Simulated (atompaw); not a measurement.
## An all-electron radial function and its pseudo partner (phosphorus (P))

Columns: radius, all-electron u(r) and pseudo u(r) of the 3s shell (level -23.32 eV) of phosphorus in the configuration [Ne] 3s2 3p2; LDA (PW92), scalar-relativistic, PAW (atompaw) scheme, atompaw 4.2.0.5.

| r (bohr) | all-electron | pseudo |
| --- | --- | --- |
| 0.063 | 0.2055 | 0.0359 |
| 0.127 | 0.0392 | 0.0728 |
| 0.190 | -0.1676 | 0.1098 |
| 0.254 | -0.3179 | 0.1484 |
| 0.317 | -0.3880 | 0.1876 |
| 0.381 | -0.3900 | 0.2287 |
| 0.444 | -0.3410 | 0.2705 |
| 0.508 | -0.2562 | 0.3142 |
| 0.571 | -0.1523 | 0.3582 |
| 0.635 | -0.0367 | 0.4036 |
| 0.698 | 0.0792 | 0.4485 |
| 0.762 | 0.1936 | 0.4938 |
| 0.825 | 0.2993 | 0.5376 |
| 0.888 | 0.3959 | 0.5800 |
| 0.952 | 0.4834 | 0.6211 |
| 1.015 | 0.5585 | 0.6589 |
| 1.079 | 0.6238 | 0.6940 |
| 1.142 | 0.6773 | 0.7248 |
| 1.206 | 0.7215 | 0.7518 |
| 1.269 | 0.7555 | 0.7738 |
| 1.333 | 0.7813 | 0.7913 |
| 1.396 | 0.7988 | 0.8037 |
| 1.460 | 0.8095 | 0.8114 |
| 1.523 | 0.8138 | 0.8142 |
| 1.587 | 0.8125 | 0.8125 |
| 1.650 | 0.8065 | 0.8065 |

Task: How many radial nodes do the two functions have?

Result: The all-electron 3s function has n − l − 1 = 2; the pseudo-wave has 0, since the states of the same l below it are removed with the core.

Task: Where does each function peak?

Result: Outermost all-electron maximum near 1.52 bohr, pseudo maximum near 1.52 bohr (to the table’s step).

Task: Is the pseudo-wave norm-conserving?

Result: No, it belongs to a PAW set: the norm inside the radius is not constrained, and the difference is carried by the augmentation charge.
